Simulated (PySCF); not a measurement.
A GIAO shielding run with PySCF (density fitting, non-relativistic, gas phase) on `InChI=1S/C4H10As2/c1-2-4(6)3-5/h2,4H,1,3,5-6H2/t4-/m1/s1`:

```
{"job": {"kind": "nmr", "xc": "PBE0", "basis": "pcSseg-1"}, "charge": 0, "multiplicity": 1}
C     -0.694252     2.268058    -0.490123
C     -0.357489     0.995674    -0.712845
C     -0.451619    -0.116404     0.282286
As    -2.078952    -1.199985    -0.179443
C      0.818418    -0.950062     0.371317
As     2.417227     0.166851     0.797161
H     -0.609270     3.025132    -1.273357
H     -1.069338     2.597027     0.484416
H      0.015603     0.710378    -1.706027
H     -0.690821     0.308516     1.272257
H     -1.654138    -2.435786     0.614766
H     -1.480520    -1.764034    -1.467242
H      1.029184    -1.434725    -0.596316
H      0.713160    -1.746498     1.120170
H      3.234674    -0.997569     1.354571
H      1.925948     0.555904     2.190390
```

Hardware: 1 thread of an Arm Neoverse V1, shared host. The job also computes population analyses, field gradients.

Question: How large is the calculation?

Answer: 100 electrons, 200 basis functions and 1184 auxiliary functions.

Question: How long does it take?

Answer: 36 s of wall time, with 12 SCF cycles and 5 response iterations. Times on a shared host scatter by some tens of per cent.

Question: And these other runs on the same molecule and hardware: spin–spin coupling at B3LYP/pcJ-1 (pcSseg-1 on As)?

Answer: B3LYP/pcJ-1 (pcSseg-1 on As): 290 functions, 2.1 min.
